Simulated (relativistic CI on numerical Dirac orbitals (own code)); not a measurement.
**Level scheme of Se²⁶⁺**

Calculated at this level of theory: Dirac-Coulomb-Breit CI, orbitals from a KLI potential per configuration, model QED, unscaled Slater integrals (own radial code, finite nucleus).

CI space (outside the closed core 1s2): 2s2.2p4, 2s.2p5, 2p6, 2p5.3s, 2p5.3p, 2p5.3d, 2s2.2p3.3s, 2s2.2p3.3p, 2s2.2p3.3d, 2s.2p4.3s, 2s.2p4.3p, 2s.2p4.3d, 2s2.2p3.4s, 2s2.2p3.4p, 2s2.2p3.4d, 2s2.2p3.4f, 2s.2p4.4s, 2s.2p4.4p, 2s.2p4.4d, 2s.2p4.4f, 2s2.2p2.3s2, 2s2.2p3.5s, 2s2.2p3.5p, 2s2.2p2.3s.3p, 2s2.2p3.5d, 2s2.2p3.5f, 2s2.2p3.5g, 2s2.2p2.3p2, 2s2.2p2.3s.3d, 2s2.2p2.3p.3d, 2s.2p3.3s2, 2s2.2p2.3d2, 2s.2p3.3s.3p, 2s.2p4.5s, 2s.2p3.3p2, 2s.2p4.5p. Levels of other configurations are missing.

The lowest level is 2s2.2p4 3P_2, with 81 % of that term; Hund's rules for 2s2.2p4 give 3P with J = 2, in agreement.

```csv
No.,Configuration,Term,J,E (Ry),%,Landé g,Lifetime (s)
1,2s2.2p4,3P,2,0.000,81,1.398,
2,2s2.2p4,3P,0,1.311,55,,2.18e-01
3,2s2.2p4,3P,1,2.950,100,1.495,1.49e-06
4,2s2.2p4,1D,2,3.852,81,1.090,2.11e-06
5,2s2.2p4,1S,0,7.417,54,,3.56e-07
6,2s.2p5,3P°,2,13.648,100,1.494,1.07e-11
7,2s.2p5,3P°,1,15.133,83,1.411,6.58e-12
8,2s.2p5,3P°,0,16.902,100,,7.71e-12
9,2s.2p5,1P°,1,19.210,83,1.075,3.38e-12
10,2p6,1S,0,31.085,98,,3.00e-12
11,2p3(4S°).3s,5S°,2,115.810,58,1.739,5.39e-13
12,2p3(4S°).3s,3S°,1,116.258,47,1.431,1.04e-13
13,2p3(2D°).3s,3D°,2,118.615,43,1.441,2.61e-13
14,2p3(2D°).3s,3D°,1,118.840,54,1.147,1.23e-13
15,2p3(4S°).3p,5P,1,118.861,46,1.819,3.43e-11
16,2p3(4S°).3p,5P,2,118.934,39,1.459,3.94e-11
17,2p3(2D°).3s,3D°,3,119.458,99,1.328,2.20e-13
18,2p3(2D°).3s,1D°,2,119.702,67,1.052,1.16e-13
19,2p3(4S°).3p,5P,3,119.727,58,1.492,3.99e-11
20,2p3(4S°).3p,3P,1,119.830,45,1.500,1.98e-11
21,2p3(4S°).3p,3P,2,120.437,34,1.355,2.66e-11
22,2p3(2P°).3s,3P°,0,120.560,98,,2.62e-13
23,2p3(2P°).3s,3P°,1,120.672,67,1.337,1.60e-13
24,2p3(4S°).3p,3P,0,120.948,91,,8.67e-12
25,2p3(2D°).3p,3D,1,121.534,25,1.410,2.49e-11
26,2p3(2D°).3p,3F,2,121.888,34,1.135,6.54e-11
27,2p3(2D°).3p,3D,2,122.457,38,1.308,2.11e-11
28,2p3(2D°).3p,3F,3,122.465,69,1.213,6.49e-11
29,2p3(2D°).3p,1F,3,122.583,49,1.214,2.23e-11
30,2p3(2D°).3p,3P,0,122.787,93,,6.45e-12
```

Energies count from the lowest computed level; ° marks odd parity; lifetimes are radiative, by E1, M1, E2, M2 decay to levels of this space only. Percentages are summed over parent terms; the parents shown are those of the largest component, closed shells are left out there.

The mean weight of the leading LS term, summed over parents, in these 30 levels is 66 %, and that of the leading jj configuration (from the same eigenvectors) 87 %, so jj coupling describes them better and the LS labels are nominal.

At this charge energies of transitions that change n are usually good to better than 1 %, and those within a shell (Δn = 0) to a few per cent.

LS names give the leading component of a level, which can be under half, so a name can repeat, a term be missing and a line seem to break the LS rules.
